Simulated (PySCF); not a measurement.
From one molecule to another.

First species: H6SSi2.
Numbering: `[SiH3:1][SiH2:2][SH:3]` (hydrogens: H4, H5, H6 on Si1; H7, H8 on Si2; H9 on S3)

Geometry (PBE0-D3(BJ)/def2-SVP, Å), atoms numbered from 1 in this order:
```
atom  x, y, z in Å
Si1   -1.287    0.492    0.114
Si2    0.600   -0.871   -0.153
S3     2.283    0.072    0.812
H4    -2.478   -0.061   -0.603
H5    -0.974    1.846   -0.441
H6    -1.601    0.626    1.568
H7     0.443   -2.173    0.559
H8     0.864   -1.147   -1.600
H9     2.177    1.229    0.121
```

Second species: C7H10OS.
Z-matrix (Å and degrees, PBE0-D3(BJ)/def2-SVP geometry), rows numbered from 1:
```
C 
C   1  1.3325
C   2  1.5043  1  125.08
C   3  1.5055  2  110.04  1  -118.16
C   4  1.3352  3  126.46  2  -128.30
S   5  1.7954  4  126.53  3    -1.00
O   6  1.5005  5  106.15  4  -132.96
C   6  1.8264  5   94.52  4   -22.87
C   8  1.5158  6  110.11  5    54.97
H   1  1.0950  2  121.38  3     0.20
H   1  1.0929  2  121.51  3  -179.75
H   2  1.0979  1  119.62  3   179.91
H   3  1.1067  2  107.49  1    -2.37
H   4  1.0964  3  115.49  2    52.07
H   5  1.0946  4  122.57  3  -179.82
H   8  1.0996  6  105.43  5   176.80
H   8  1.1015  6  105.12  5   -68.28
H   9  1.1053  3  109.21  2    43.35
H   9  1.1010  3  109.04  2   -71.90
```

Levels: CAM-B3LYP/def2-SVPD for HOMO energy, LUMO energy, HOMO–LUMO gap and static isotropic polarisability; TDDFT CAM-B3LYP/def2-SVPD for lowest singlet excitation; TDA CAM-B3LYP/def2-SVPD for lowest triplet excitation (Tamm–Dancoff); ΔSCF CAM-B3LYP/def2-SVPD for vertical ionisation energy. Geometries: PBE0-D3(BJ)/def2-SVP. All species are isolated and taken at one optimised geometry, non-relativistic unless stated. Electronic properties by PySCF.

The conformers computed, where there is a choice (atom-mapped SMILES and torsion angles):
- `[SiH3:1][SiH2:2][SH:3]`: H–S3–Si2–Si1 -56°

The conformers of `C=C[C@@H]1C=C[S@@](=O)CC1` aren't listed.

**Question.** Which of the two has the higher S1 energy, and by how much?

**Answer.** The first: 5.74 eV against 4.93 eV, a difference of 0.81 eV.

**Question.** Which of the two has the higher static isotropic polarisability, and by how much?

**Answer.** The second: 107.1 au against 81.5 au, a difference of 25.6 au.

**Question.** Which has the higher T1 energy?

**Answer.** The first: 5.29 eV against 4.02 eV, a difference of 1.27 eV.

**Question.** Which has the higher HOMO–LUMO gap?

**Answer.** The first: 9.07 eV against 8.11 eV, a difference of 0.96 eV.

**Question.** Which of the two has the higher HOMO energy, and by how much?

**Answer.** The second: -7.99 eV against -8.60 eV, a difference of 0.61 eV.

**Question.** Which has the higher LUMO energy?

**Answer.** The first: 0.47 eV against 0.12 eV, a difference of 0.35 eV.

**Question.** Which has the higher vertical ionisation energy?

**Answer.** The first: 9.47 eV against 8.65 eV, a difference of 0.82 eV.

On the first: S1 lies 3.33 eV below the HOMO–LUMO gap; its leading configuration is HOMO→LUMO, weight 0.96. The ΔSCF ionisation energy exceeds −ε(HOMO) by 0.87 eV with CAM-B3LYP.

On the second: In wavenumbers S1 is 39800 cm⁻¹ (1 eV = 8065.54 cm⁻¹). S1 lies 3.18 eV below the HOMO–LUMO gap; its leading configuration is HOMO→LUMO, weight 0.84.
